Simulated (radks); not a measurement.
Results of a calculation; reference values are marked as such.
Fractional charge and spin in the 4d shell of antimony: the spin-up occupation runs from 4 to 5 and the spin-down occupation from 4 to 5; the fullest corner is Sb3+, [Kr] 5s2 4d(up 5, down 5). Level of theory: scalar-relativistic Kohn-Sham, PBEsol, spin-polarised, spherical densities, point nucleus (a radial shooting solver on a logarithmic mesh with Libxc functionals). Energy (eV) minus the two flat planes that join the four corners (they meet along the diagonal where the two added fractions sum to one electron); zero is where a piecewise linear energy would lie.

| down \ up | 4 | 4.25 | 4.5 | 4.75 | 5 |
|---|---|---|---|---|---|
| 4 | 0.000 | -1.834 | -2.436 | -1.819 | 0.000 |
| 4.25 | -1.834 | -2.377 | -1.704 | 0.170 | -1.730 |
| 4.5 | -2.436 | -1.704 | 0.227 | -1.618 | -2.295 |
| 4.75 | -1.819 | 0.170 | -1.618 | -2.240 | -1.713 |
| 5 | 0.000 | -1.730 | -2.295 | -1.713 | 0.000 |

Corners above the fullest one (they belong to Sb4+ and the next ion): (up 5, down 4) 71.838 eV, (up 4, down 5) 71.838 eV, (up 4, down 4) 163.51 eV. With half an added electron in each spin the energy lies 0.227 eV from the planes, and with half an added electron in spin up alone -2.436 eV. The planes are only a guide here: the flat-plane condition holds for ground states with one frontier orbital, while this shell lies below other occupied shells, so the corners above the fullest one are inner-hole states and not the ground states of those ions.
